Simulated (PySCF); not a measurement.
H9NOSi3.
SMILES: `O[SiH2]N([SiH3])[SiH3]`

Torsions of this conformer, `[OH:1][SiH2:2][N:3]([SiH3:4])[SiH3:5]`: O1–Si2–N3–Si4 -28°, H–O1–Si2–N3 130°.

The closed-shell ground state was solved at several levels (PySCF, density fitting, gas phase, non-relativistic). Isolated species at its PBE0-D3(BJ)/def2-SVP geometry (one conformer only).

```
             level  basis functions  HOMO (eV)  LUMO (eV)  gap (eV)  dipole (D)
      PBE/pcSseg-1              151      -6.28      -0.73      5.55        1.41
     PBE0/def2-SVP              127      -7.50       0.38      7.88        1.47
CAM-B3LYP/pcSseg-1              151      -8.91       1.23     10.14        1.46
     B3LYP/cc-pVTZ              288      -7.36      -0.09      7.27        1.37
      LDA/pcSseg-1              151      -6.34      -1.01      5.33        1.45
  wB97X-D/pcSseg-1              151      -9.45       1.91     11.36        1.45
      PBE0/cc-pVTZ              288      -7.58       0.06      7.64        1.36
       PBE0/STO-3G               46      -3.43       6.46      9.89        1.19
```

**Question.** What might B97-D/pcSseg-1 (151 basis functions) give for the same quantities?

**Answer.** HOMO -6.29 eV, LUMO -0.53 eV, gap 5.76 eV, dipole 1.42 D.

**Question.** Over all these levels, which gives the widest orbital gap and which the narrowest?

**Answer.** wB97X-D/pcSseg-1 (range-separated hybrid) has the widest, 11.36 eV, and LDA/pcSseg-1 (LDA) the narrowest, 5.33 eV. The two share the basis. From the narrowest to the widest the HOMO moves by -3.11 eV and the LUMO by +2.92 eV.

**Question.** How much does the basis alone move the frontier levels among the 3 PBE0 rows?

**Answer.** The HOMO by 4.15 eV and the LUMO by 6.40 eV. By rising basis size (HOMO, LUMO in eV): STO-3G -3.43, 6.46; def2-SVP -7.50, 0.38; cc-pVTZ -7.58, 0.06.

**Question.** How far do the dipole and the HOMO energy spread over the levels?

**Answer.** The dipole runs from 1.19 to 1.47 D (mean 1.40 D) and the HOMO from -9.45 to -3.43 eV.
